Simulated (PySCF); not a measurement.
Working out the ionisation energy of Co⁺

Co⁺ [Ar] 3d8 (3F) → Co²⁺ [Ar] 3d7 (4F). All numbers are calculated (PySCF 2.14, scalar relativity by spin-free X2C-1e, in jorge-DZP-DKH). Frozen: [Ar]. Energies in hartree (1 hartree = 27.21139 eV):

| part | Co⁺ (lower) | Co²⁺ (upper) |
| --- | --- | --- |
| UHF | -1391.370729 | -1390.853997 |
| MP2 opposite-spin | -0.113636 | -0.062837 |
| MP2 same-spin | -0.069968 | -0.048365 |

Problem. What does Hartree-Fock give?

Solution. (-1390.853997) − (-1391.370729) = 0.516732 hartree = 14.061 eV.

Problem. What do MP2 and SCS-MP2 (6/5 opposite-spin, 1/3 same-spin) give?

Solution. The opposite-spin parts differ by 1.382 eV and the same-spin parts by 0.588 eV. MP2: 14.061 + (1.382) + (0.588) = 16.031 eV. SCS-MP2: 14.061 + 1.2 × (1.382) + (0.588)/3 = 15.915 eV.

Reference: 17.084 eV (measured; NIST Atomic Spectra Database, ionization energies), between the lowest levels; spin-orbit coupling is absent from the calculation.

A double-zeta basis recovers only part of the correlation energy.

What remains against the reference includes basis incompleteness, the frozen core and correlation beyond second order.
